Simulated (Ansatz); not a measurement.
One change: `FC([SiH3])CBr` becomes `F[CH]([SiH3])[ZnH]`.

Ansatz, PBE0-D4/def2-TZVP geometries, multiplicity 1. Each molecule was computed in one conformer, which needn't be the lowest.

Scalar relativity is left out up to krypton.

```tsv
property	`FC([SiH3])CBr`
HOMO–LUMO gap (ωB97M-V/def2-TZVPP) / eV	11.81
size of the dipole moment (ωB97M-V/def2-TZVPP) / D	2.58
LUMO energy (B3LYP/def2-TZVPP) / eV	-0.66
HOMO energy (PBE0/def2-TZVPP) / eV	-8.02
HOMO energy (PBE/def2-TZVPP) / eV	-6.72
size of the dipole moment (B3LYP/def2-TZVPP) / D	2.59
```

Question: Give the same properties after the change, and the shifts. (Best estimate.)

Answer: Computed: 
```
                                          property  `F[CH]([SiH3])[ZnH]`  shift
           HOMO–LUMO gap (ωB97M-V/def2-TZVPP) / eV                 10.05  -1.76
size of the dipole moment (ωB97M-V/def2-TZVPP) / D                  1.41  -1.17
               LUMO energy (B3LYP/def2-TZVPP) / eV                 -1.20  -0.54
                HOMO energy (PBE0/def2-TZVPP) / eV                 -7.34   0.68
                 HOMO energy (PBE/def2-TZVPP) / eV                 -6.12   0.60
  size of the dipole moment (B3LYP/def2-TZVPP) / D                  1.39  -1.20
```

With PBE0 the HOMO rises by 0.68 eV and the LUMO falls by 0.52 eV, so the gap narrows by about 1.20 eV. PBE moves the HOMO by 0.60 eV and ωB97M-V by 0.75 eV. Dipoles are sizes alone; their direction can turn.

B3LYP here is the variant with VWN-RPA as its local correlation; programs differ in this.

Spin–orbit coupling is left out; it splits and shifts lone-pair levels of the heavy atoms by tenths of an eV.
